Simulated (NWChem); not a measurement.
# Basis-set convergence for H₆BNO

SMILES: BO.N
```xyz
9

B     -0.5030    -0.1811     0.4398
H     -0.2635    -1.0765     1.2617
H     -1.6801    -0.1472     0.0457
O      0.1215     1.0703     0.7592
H     -0.4383     1.8096     0.4758
N      0.3333    -0.7854    -0.9204
H      0.1850    -0.2182    -1.7685
H      0.0633    -1.7574    -1.1298
H      1.3432    -0.7695    -0.7143
```
Charge 0, spin multiplicity 1.

All runs are NWChem calculations. Structure: optimised with PBE/def2-SVP, a minimum by its harmonic frequencies. It is one conformer; others weren't searched.

Quantity: LUMO energy at the level B3LYP.

B3LYP has NWChem's definition, with VWN1-RPA local correlation. The Pople sets run with spherical d functions. The structure started from a generated list of species.

Relative cost: rough, from shared machines, SCF included, 6-31G* = 1.

| basis | functions | LUMO energy (eV) | relative cost |
|---|---|---|---|
| 6-31G* | 54 | ___ | 1 |
| 6-31+G* | 66 | -0.79 | under 3 |
| def2-SVP | 72 | 0.36 | under 3 |
| def2-SVPD | 111 | ___ | 3 |
| aug-cc-pVDZ | 123 | -1.01 | 5 |
| aug-pcseg-1 | 123 | -1.02 | 5 |
| def2-TZVP | 129 | -0.24 | 4 |
| def2-TZVPD | 168 | -0.77 | 10 |
| cc-pVTZ | 174 | ___ | 10 |
| def2-TZVPP | 177 | -0.25 | 10 |

Some entries are withheld; supply them.


- 6-31G*, LUMO energy (eV): 0.97
- def2-SVPD, LUMO energy (eV): -0.50
- cc-pVTZ, LUMO energy (eV): -0.15
